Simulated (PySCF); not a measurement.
C₅H₇Cl, SMILES C#C[C@@H](C)CCl. Heavy atoms are numbered as in [CH:1]#[C:2][C@@H:3]([CH3:4])[CH2:5][Cl:6]. Hydrogens are named by the atom that carries them.

Coordinates come from a B3LYP-D3(BJ)/def2-SVP optimisation. The structure was generated by enumeration; whether it is a known compound was not checked. The values are those of a single conformer.

Calculation: CAM-B3LYP/def2-TZVP in PySCF.

ESP charges are fitted to the potential on shells at 1.4 to 2.0 van der Waals radii. Atomic charges (e), one atom of each kind:

```
atom      meta-Löwdin  ESP fit  Mulliken
--------  -----------  -------  --------
C1 (CH)         -0.22    -0.41     -0.13
C2              -0.04    -0.17     -0.14
C3 (CH)         -0.06     0.57     -0.10
C4 (CH3)        -0.32    -0.61     -0.36
C5 (CH2)        -0.14    -0.56     -0.13
Cl6             -0.14    -0.12     -0.15
H on C1          0.17     0.31      0.21
H on C3          0.13     0.03      0.12
H on C4          0.11     0.18      0.12
H on C5          0.14     0.23      0.15
```

Task: Give the Mayer and Wiberg (Löwdin basis) orders of the bonds. (An estimate is asked for; the answer gives what the named calculation found.)

Result: 
```json
[
 {"bond": "C1–C2", "Mayer": "2.97", "Wiberg": "2.96"},
 {"bond": "C2–C3", "Mayer": "1.07", "Wiberg": "1.21"},
 {"bond": "C3–C4", "Mayer": "0.98", "Wiberg": "1.20"},
 {"bond": "C3–C5", "Mayer": "0.99", "Wiberg": "1.18"},
 {"bond": "C5–Cl6", "Mayer": "1.08", "Wiberg": "1.57"}
]
```
